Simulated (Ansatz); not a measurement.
The cluster CaI₂⁻. Charge -1, multiplicity 2. Geometry r2SCAN-D4/def2-TZVPD, basis def2-TZVPD, Ansatz.

```xyz
3

Ca    0.5345    0.5678   -0.4071
I     1.1874   -0.0871    2.3880
I    -1.7219   -0.4807   -1.9810
```

| run | HOMO (eV) | LUMO (eV) |
| --- | --- | --- |
| A | 0.40 | 1.25 |
| B | -1.01 | 2.38 |
| C | -0.61 | 2.29 |
| D | 0.32 | 1.48 |
| E | -1.63 | 3.48 |
| F | -0.19 | 1.84 |

In the def2 sets I takes a core potential; there is no spin–orbit coupling. The structure comes from a short search, and lower isomers may exist.

HOMO and LUMO are taken over both spins.

The runs used BHLYP, CAM-B3LYP, HF, PBE, PBE0, r2SCAN. Estimate which is which.

A PBE (0 % exact exchange); B CAM-B3LYP (range-separated); C BHLYP (50 % exact exchange); D r2SCAN (0 % exact exchange); E HF (100 % exact exchange); F PBE0 (25 % exact exchange). Exact exchange lowers occupied and raises empty levels; among semilocal functionals meta-GGAs tend to open the gap a little, and such runs are hard to tell apart. The gap grows from 0.85 eV (PBE) to 5.11 eV (HF). At PBE-D4/def2-TZVPD, r2SCAN-D4/def2-TZVPD the highest occupied level of the charge -1 doublet lies above zero (up to 0.40 eV). By energy differences its removal costs 1.50 eV (vertical, to the charge 0 singlet, at PBE-D4/def2-TZVPD); a positive level beside a positive removal energy at the same level points to self-interaction error.
